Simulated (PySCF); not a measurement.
# Working out the ionisation energy of Ni⁺

Ni⁺ [Ar] 3d9 (2D) → Ni²⁺ [Ar] 3d8 (3F). Computed with PySCF 2.14 in dyall-av2z, with no relativity, point nucleus. Frozen: [Ar]; the 33 highest virtual orbitals dropped. Energies in hartree (1 hartree = 27.21139 eV):

| part | Ni⁺ (lower) | Ni²⁺ (upper) |
| --- | --- | --- |
| UHF | -1506.571960 | -1506.014115 |
| CCSD correlation | -0.300424 | -0.214470 |
| (T) | -0.011019 | -0.003874 |

Task: What does Hartree-Fock give?

Result: (-1506.014115) − (-1506.571960) = 0.557845 hartree = 15.180 eV.

Task: What do CCSD and CCSD(T) give?

Result: The CCSD correlation energies differ by 0.085954 hartree = 2.339 eV and the triples by 0.007145 hartree = 0.194 eV, so CCSD gives 17.519 eV and CCSD(T) 17.713 eV.

A first-order spin-orbit estimate adds -0.050 eV to CCSD(T) (valence), giving 17.663 eV against 18.169 eV (measured; NIST Atomic Spectra Database, ionization energies).

The calculation is non-relativistic.

A double-zeta basis recovers only part of the correlation energy.

What remains against the reference includes basis incompleteness, the frozen core and higher excitations.
